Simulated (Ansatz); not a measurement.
`CC(C)=CF` + `O[SiH](F)[SeH]` → `CO[SiH](F)[SeH]` + `C/C=C\F`  (substitution at a C–C bond)

Isolated molecules relaxed with PBE0-D4/def2-TZVP in Ansatz; ΔE leaves out vibrations. CCSD(T)/CBS is the MP2 limit (def2-TZVPP, def2-QZVPP) plus CCSD(T) − MP2 in def2-TZVPP, frozen cores. DFT in def2-TZVPP. For Se outer-core shells are correlated without core-valence functions, which leaves a few kJ/mol of doubt a bond. Scalar relativity is left out up to krypton. One conformer a species, not always the lowest.

```tsv
level	ΔE (kcal/mol)
PBE-D4	16.8
r2SCAN-D4	16.9
ωB97M-V	16.6
r2SCAN	16.9
PBE0	17.1
CCSD(T)/def2-TZVPP	16.8
HF/CBS(def2)	13.6
CCSD/CBS(def2)	16.8
```

(1) What does CCSD(T)/CBS give? (Estimate.)

Largest T1 diagnostic among the species: 0.011.

Results:

(1) Computed: +17.1 kcal/mol. The listed levels differ from it by -0.3, -0.2, -0.5, -0.2, 0.0, -0.3, -3.5, -0.3 kcal/mol.

In def2-TZVPP, CCSD(T) changes the Hartree–Fock value by +3.0 kcal/mol (the triples alone add +0.3 kcal/mol) and MP2 by +4.6 kcal/mol.
